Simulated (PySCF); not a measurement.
B(Br)(NH2)2 (BBrH4N2), SMILES BrB(N)N. Atoms are numbered in the order given.

```xyz
8

B      0.0000     0.0000    -0.9636
Br     0.0000     0.0000     0.9934
N      0.0000     1.2476    -1.6094
H      0.0000     2.1159    -1.0958
H      0.0000     1.3546    -2.6141
N      0.0000    -1.2476    -1.6094
H      0.0000    -1.3546    -2.6141
H      0.0000    -2.1159    -1.0958
```

Geometry: PBE0-D3(BJ)/def2-SVP. The structure was generated by enumeration, and PubChem lists no compound with its InChIKey, so it may never have been made. The values are those of a single conformer.

Method: PySCF with TDA-ωB97X/def2-SVPD.

Vertical excitations.  State labels are in the subgroup C2v.

```
state  symmetry  energy (eV)  λ (nm)      f                                                                   main pairs
-----  --------  -----------  ------  -----  ---------------------------------------------------------------------------
S1           A2         6.89     180  0.000                                                               HOMO→LUMO 84 %
S2           B1         7.52     165  0.001                                                             HOMO−1→LUMO 74 %
S3           B2         7.82     158  0.062                                         HOMO−2→LUMO 70 %, HOMO−2→LUMO+1 16 %
S4           B1         8.00     155  0.027  HOMO−1→LUMO+1 48 %, HOMO−1→LUMO+4 18 %, HOMO−1→LUMO+8 10 %, HOMO→LUMO+2 8 %
S5           A2         8.15     152  0.000                                           HOMO→LUMO+4 69 %, HOMO→LUMO+1 12 %
S6           B2         8.27     150  0.004  HOMO−2→LUMO+1 41 %, HOMO−2→LUMO+4 34 %, HOMO−2→LUMO+8 10 %, HOMO−2→LUMO 6 %
S7           A2         8.36     148  0.000                                       HOMO−2→LUMO+5 58 %, HOMO−2→LUMO+3 40 %
S8           B1         8.39     148  0.157     HOMO−1→LUMO+4 26 %, HOMO→LUMO+2 26 %, HOMO→LUMO+6 22 %, HOMO−4→LUMO 10 %
S9           B2         8.45     147  0.368                                           HOMO→LUMO+3 48 %, HOMO→LUMO+5 40 %
S10          A1         8.49     146  0.188                                       HOMO−1→LUMO+3 53 %, HOMO−1→LUMO+5 40 %
T1           A2         6.72     185      0                                                               HOMO→LUMO 80 %
T2           B2         7.06     176      0                                           HOMO→LUMO+5 71 %, HOMO→LUMO+3 25 %
T3           B1         7.36     168      0                                                             HOMO−1→LUMO 62 %
T4           B2         7.53     165      0                     HOMO−2→LUMO+1 38 %, HOMO−2→LUMO 31 %, HOMO−2→LUMO+8 16 %
```
Triplets are in the Tamm–Dancoff approximation.
